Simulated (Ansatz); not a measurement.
A geometry relaxed with PBE0-D3(BJ)/def2-TZVP (Ansatz, a program for electronic structure), charge 0, multiplicity 1:

```xyz
5

C      2.0278     0.0366    -0.1956
H     -1.1509     0.8964     0.0625
H     -1.0764    -0.9270     0.3921
C      0.7577     0.0155    -0.0251
C     -0.5493    -0.0060     0.1512
```

Problem. Write the SMILES of this molecule.

Solution. `[C]=C=C`
